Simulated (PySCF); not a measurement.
# Name the molecule from its bond curve

A diatomic of charge 0 contains As. Its triplet curve at M06-L in a triple-zeta basis (no relativity, PySCF), in eV from the separated fragments:

R (Å), E (eV) and a bar:
```
    1.502     -3.158 ##############################
    1.572     -3.870 #############
    1.642     -4.259 ####
    1.695     -4.401 #
    1.747     -4.448 
    1.799     -4.424 #
    1.869     -4.312 ###
    1.957     -4.086 ########
    2.062     -3.741 ################
    2.201     -3.230 ############################
```

The fit gives ωe = 667 cm⁻¹ and the rotational constant Bₑ = 0.3619 cm⁻¹.

Q: Which atom is the partner?

A: The minimum lies at 1.753 Å, so the reduced mass is 16.8576 u Å² cm⁻¹/(Bₑ·Re²) = 15.16 u. With As at 74.92 u the partner weighs about 19.0 u: F. The molecule is AsF.

Spin–orbit coupling is left out. The state is the lowest determinant that a PBE0 search found; another state may lie lower at other levels.
